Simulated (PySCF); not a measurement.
SMILES c1ccc(Oc2ccccc2)cc1 (C12H10O) (GFN2-xTB optimised geometry):

```
23

C      0.696     3.549     0.035
C      1.383     2.347     0.022
C      0.698     1.146     0.000
C     -0.693     1.146     0.000
O     -1.441     0.001    -0.083
C     -1.005    -1.159     0.503
C     -0.299    -1.184     1.701
C      0.052    -2.398     2.264
C     -0.301    -3.587     1.649
C     -1.020    -3.559     0.465
C     -1.372    -2.353    -0.109
C     -1.385     2.354     0.000
C     -0.689     3.547     0.016
H      1.238     4.482     0.053
H      2.463     2.340     0.023
H      1.236     0.210    -0.027
H     -0.036    -0.257     2.191
H      0.602    -2.411     3.193
H     -0.022    -4.530     2.093
H     -1.306    -4.482    -0.016
H     -1.934    -2.314    -1.030
H     -2.463     2.334    -0.016
H     -1.232     4.480     0.018
```

Level of theory: B3LYP/def2-SVP run with PySCF.

Problem. What are the frontier orbital energies and the dipole moment?

Solution. HOMO-2 -7.10 eV, HOMO-1 -7.05 eV, HOMO -6.08 eV, LUMO -0.50 eV, LUMO+1 -0.34 eV; dipole moment 0.90 D.

Meta-Löwdin charges at B3LYP/def2-SVP: C1 -0.12, C2 -0.09, C3 -0.15, C4 0.20, O5 -0.32, C6 0.20, C7 -0.15, C8 -0.09, C9 -0.12, C10 -0.09, C11 -0.13, C12 -0.13, C13 -0.09, H14 0.10, H15 0.10, H16 0.11, H17 0.11, H18 0.10, H19 0.10, H20 0.10, H21 0.11, H22 0.11, H23 0.10.
